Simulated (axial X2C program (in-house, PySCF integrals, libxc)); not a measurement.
# Correcting the dissociation energy of InBr for spin–orbit coupling

A spin-free CCSD(T) curve (one-electron X2C) was computed with an in-house relativistic program for diatomic molecules, basis In dyall-cv3z [11s12p9d4f1g], Br dyall-cv3z [8s9p6d4f1g] (cores contracted in-house), for the state M_S = 0, Λ = 0 (closed shell). It gives D0 = 4.009 eV to In + Br, which in a spin-free picture are the weighted means of the ground terms.

Correlated methods: 10 electrons correlated (number of frozen shells: In 4 s, 3 p, 2 d; Br 3 s, 2 p, 1 d), 274 virtual spin orbitals or spinors in MP2, 90 natural virtuals in coupled cluster.

Measured levels of the ground terms (NIST Handbook of Basic Atomic Spectroscopic Data), in cm⁻¹: In 2P: J = 1/2 at 0, J = 3/2 at 2212.6; Br 2P: J = 3/2 at 0, J = 1/2 at 3685.2.

The molecular state has Λ = 0, so it has no first-order lowering.

(1) How far does each ground level lie under the (2J+1)-weighted mean of its term?

(2) Correct D0.

Second-order spin–orbit effects in the molecule, which grow quickly with Z, are left out. The state is one determinant whose occupation by symmetry is held fixed; it was picked as the lowest of a PBE0 search that is not exhaustive. Dissociation energies refer to the lowest single-determinant-based atoms at the same level and basis. Coupled cluster ran in a truncated set of natural virtual spinors; the MP2 energy of the rest was added. (T) has no such correction and the atoms are truncated less, which lowers De at CCSD(T) by a hundredth of an eV or more. With the outer-core shells frozen, correlated bond lengths of heavy atoms tend to come out a few hundredths of an ångström too long.

Answers

(1) In: (2 × 0 + 4 × 2212.6)/6 = 1475 cm⁻¹; Br: (4 × 0 + 2 × 3685.2)/6 = 1228 cm⁻¹.

(2) D0 = 4.009 + (0 − 2703)/8065.5 = 3.674 eV at CCSD(T) with these spin–orbit terms. The direct two-component run gives 3.718 eV; the difference holds second-order terms in the molecule, scalar two-electron terms, the gap between measured and computed atomic splittings (a 2c atom can miss part of its lowering) and, in coupled cluster, the truncation of each run.
